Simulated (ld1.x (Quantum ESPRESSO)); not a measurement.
# germanium (Ge) TM: all-electron and pseudo phase curves

```
Element                 : Ge
Generator               : ld1.x (Quantum ESPRESSO) 7.5
Type                    : norm-conserving Troullier–Martins (Kleinman–Bylander form)
Functional              : revPBE
Relativity              : scalar-relativistic
Frozen core             : [Ne] 3s2
Valence charge          : 20
Reference configuration : 3p6 3d10 4s1 4p3
Partial waves           : 4s (bound): rc 1.90 bohr; 3d (bound): rc 0.80 bohr; 3p (bound): rc 0.80 bohr
Local potential         : the p channel
Core correction         : none
```

Occupied shells without a wave of their own: 4p. They enter only through the test configuration that unscreens the potential.

The phase is arctan(r·u′/u) with u = r·R(r), unwrapped; energies in Ry, scanned from -11 to 5 Ry. A pole is an energy at which the radial function vanishes at the test radius. The pseudo phase is shifted by a multiple of π to meet the all-electron one at the reference energy, and phase errors are pseudo minus all-electron; the curves can meet again beyond the range given. Levels narrower than the energy grid can be missing from the lists of poles.

| channel | radius (bohr) | reference energy (Ry) | poles, all-electron | poles, pseudo | unbroken range about the reference energy with phases within 0.05 rad | phase error 1 Ry above the reference energy (rad) |
| --- | --- | --- | --- | --- | --- | --- |
| s | 2.04 | -0.93 | 1.74 | 1.65 | below 4.2 | -0.002 |
| p | 2.04 | -8.63 | -8.60, 3.25 | -8.60, 3.20 | the whole range | +0.000 |
| d | 2.04 | -2.28 | -2.19 | -2.19 | the whole range | +0.000 |

Note: ghost state, extra bound levels that the all-electron valence spectrum of the same l lacks: s at -156.4 eV. A true bound ghost makes a file unfit for plane-wave use.

Phases in the s channel:

```csv
E (Ry),all-electron,pseudo
-11.00,1.411,1.412
-10.76,1.409,1.409
-10.52,1.407,1.407
-10.28,1.404,1.404
-10.04,1.402,1.401
-9.80,1.399,1.399
-9.56,1.397,1.396
-9.32,1.394,1.393
-9.08,1.391,1.390
-8.84,1.388,1.387
-8.60,1.384,1.384
-8.36,1.381,1.381
-8.12,1.377,1.377
-7.88,1.373,1.373
-7.64,1.369,1.369
-7.40,1.365,1.365
-7.16,1.360,1.360
-6.92,1.355,1.355
-6.68,1.350,1.349
-6.44,1.344,1.344
-6.20,1.338,1.337
-5.96,1.331,1.331
-5.72,1.324,1.323
-5.48,1.316,1.315
-5.24,1.307,1.306
-5.00,1.297,1.296
-4.76,1.286,1.285
-4.52,1.273,1.272
-4.28,1.259,1.258
-4.04,1.243,1.242
-3.80,1.224,1.223
-3.56,1.202,1.200
-3.32,1.175,1.174
-3.08,1.143,1.141
-2.84,1.103,1.101
-2.60,1.051,1.049
-2.36,0.982,0.980
-2.12,0.888,0.886
-1.88,0.753,0.751
-1.64,0.552,0.550
-1.40,0.253,0.251
-1.16,-0.143,-0.143
-0.92,-0.541,-0.541
-0.68,-0.847,-0.847
-0.44,-1.053,-1.054
-0.20,-1.192,-1.194
0.04,-1.289,-1.291
0.28,-1.360,-1.363
0.52,-1.414,-1.417
0.76,-1.457,-1.461
1.00,-1.492,-1.497
1.24,-1.521,-1.527
1.48,-1.547,-1.554
1.72,-1.569,-1.577
1.96,-1.589,-1.599
2.20,-1.608,-1.619
2.44,-1.625,-1.638
2.68,-1.642,-1.657
2.92,-1.658,-1.676
3.16,-1.674,-1.695
3.40,-1.690,-1.715
3.64,-1.707,-1.737
3.88,-1.724,-1.760
4.12,-1.742,-1.787
4.36,-1.761,-1.818
4.60,-1.782,-1.855
4.84,-1.805,-1.901
```
